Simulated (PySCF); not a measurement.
Bonding in `C#C[Si]1(N(C)C)[SiH2][SiH2][SiH2]1`

C4H13NSi4.
SMILES with atom numbers: `[CH:1]#[C:2][Si:3]1([N:4]([CH3:5])[CH3:6])[SiH2:7][SiH2:8][SiH2:9]1` (hydrogens: H10 on C1; H11, H12, H13 on C5; H14, H15, H16 on C6; H17, H18 on Si7; H19, H20 on Si8; H21, H22 on Si9)

Cartesian coordinates in Å at the PBE0-D3(BJ)/def2-SVP level; atoms count from 1:
```
atom  x, y, z in Å
C1     0.058    3.505    0.520
C2     0.013    2.307    0.302
Si3    0.070    0.500   -0.004
N4    -1.546   -0.099   -0.216
C5    -2.656    0.431    0.537
C6    -1.733   -1.451   -0.678
Si7    1.506   -0.549    1.602
Si8    3.011   -1.113   -0.142
Si9    1.618   -0.038   -1.734
H10    0.089    4.563    0.709
H11   -2.470    1.479    0.813
H12   -2.853   -0.138    1.469
H13   -3.580    0.402   -0.068
H14   -0.880   -1.774   -1.295
H15   -2.639   -1.527   -1.306
H16   -1.843   -2.181    0.150
H17    0.907   -1.763    2.249
H18    2.081    0.328    2.671
H19    3.115   -2.589   -0.375
H20    4.387   -0.539   -0.025
H21    2.228    1.185   -2.345
H22    1.112   -0.923   -2.832
```

Bond orders from the PBE0/pcSseg-1 density (PySCF). Geometry: PBE0-D3(BJ)/def2-SVP, one conformer, isolated molecule.

(1) How far do the computed orders between heavy atoms stray from the drawn ones?

(2) Set the Mayer orders of the bonds between heavy atoms beside their lengths.

Results:

(1) The largest departure is 0.448, at C1–C2 (drawn triple, 2.552). Drawn single, order below 0.88: C2–Si3 (0.860), Si3–Si7 (0.776), Si7–Si8 (0.854), Si8–Si9 (0.847) and Si9–Si3 (0.818). Drawn double or triple, more than 0.30 short of the drawn order: C1–C2 (2.552).

(2) 
```tsv
bond	drawn as	length (Å)	Mayer order
C1–C2	triple	1.218	2.552
C2–Si3	single	1.833	0.860
Si3–N4	single	1.737	0.951
N4–C5	single	1.442	0.963
N4–C6	single	1.441	0.973
Si3–Si7	single	2.397	0.776
Si7–Si8	single	2.372	0.854
Si8–Si9	single	2.372	0.847
Si9–Si3	single	2.383	0.818
```

By pair of heavy elements: C–N: all 2 within 0.02 of one another (0.963 to 0.973). Si–Si: lowest Si3–Si7 (0.776, 2.397 Å), highest Si7–Si8 (0.854, 2.372 Å).

Task: And the bonds to hydrogen?

Result: C–H: 0.95 to 1.08 (7 bonds); H–Si: 0.93 to 0.94 (6 bonds).

Task: Sum the orders of all bonds at each heavy atom with more than one neighbour and set the sums beside the valence in the SMILES.

Result: C1 3.629 (drawn 4), C2 3.412 (drawn 4), Si3 3.405 (drawn 4), N4 2.887 (drawn 3), C5 3.839 (drawn 4), C6 3.842 (drawn 4), Si7 3.490 (drawn 4), Si8 3.565 (drawn 4), Si9 3.538 (drawn 4). Orders between atoms that aren't bonded are not in these sums.

The Mayer order sums products of elements of PS (density times overlap matrix) between the two atoms' basis functions, so it depends on the basis set.
